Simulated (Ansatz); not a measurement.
Cost and result for the atomization energy of `C=CC[SiH3]` (12 atoms, 11 bonds).

Z-matrix (Å, degrees):
```
C
C 1 1.496
Si 1 1.880 2 117.2
H 1 1.098 2 109.5 3 -122.9
H 1 1.098 2 109.5 3 123.0
C 2 1.326 1 126.4 3 -0.8
H 2 1.089 1 115.5 3 179.2
H 3 1.487 1 111.4 2 -60.6
H 3 1.487 1 111.5 2 60.6
H 3 1.488 1 108.5 2 180.0
H 6 1.086 2 122.3 1 0.1
H 6 1.084 2 121.2 1 -179.9
```

Total charge 0; spin multiplicity 1. Geometry: relaxed with PBE0-D4/def2-TZVP. It is one conformer, not always the lowest. Program: Ansatz. All runs use 2 threads of a server CPU on a shared host. Times are those of one run each, without the atoms' runs, and a repeat can differ threefold. Electronic energies, without spin–orbit coupling; frozen cores. CCSD(T)/CBS adds CCSD(T) − MP2 in def2-TZVPP to the MP2 limit, and its time is that of the two runs behind it. T1 = 0.011. B3LYP takes the VWN-RPA correlation (the form of Gaussian; ORCA's B3LYP/G).

CCSD(T)/CBS is a level of theory with its own doubt, some kJ/mol a heavy atom from the limit and from the frozen cores, so smaller differences don't rank the functionals.

```csv
level,functions,wall time,atomization (kJ/mol),difference from CCSD(T)/CBS,per bond
PBE-D4/def2-TZVPP (with forces),247,2.3 s,4518.1,49.6,4.5
PBE0-D4/def2-TZVPP,247,2.4 s,4476.0,7.5,0.7
r2SCAN-D4/def2-TZVPP (with forces),247,3.6 s,4473.1,4.6,0.4
B3LYP-D4/def2-TZVPP (with forces),247,4 s,4476.5,8.0,0.7
B2PLYP/def2-TZVPP,247,4.5 s,4425.9,-42.6,-3.9
ωB97X-V/def2-TZVPP,247,6 s,4477.6,9.1,0.8
ωB97M-V/def2-TZVPP (with forces),247,8.5 s,4478.8,10.3,0.9
MP2/def2-QZVPP,481,21 s,4449.7,-18.8,-1.7
CCSD(T)/def2-TZVPP,247,2 min,4371.6,-96.9,-8.8
CCSD(T)/CBS(def2),–,2.4 min,4468.5,0.0,0.0
```

From PBE to PBE0 (25 % exact exchange), in def2-TZVPP and without D4, the atomization energy moves by −38.5 kJ/mol: exact exchange takes away binding that semilocal exchange gives to molecules. The D4 term adds +36.3 kJ/mol with B3LYP and +19.0 kJ/mol with PBE0; it sums over pairs of atoms, weighted by their polarisabilities, and B3LYP, whose exchange is more repulsive, gets the larger term. In def2-TZVPP, CCSD(T) changes the Hartree–Fock value by +971.4 kJ/mol (the triples alone add +51.1 kJ/mol) and MP2 by +992.3 kJ/mol; breaking electron pairs costs correlation energy, which Hartree–Fock lacks.
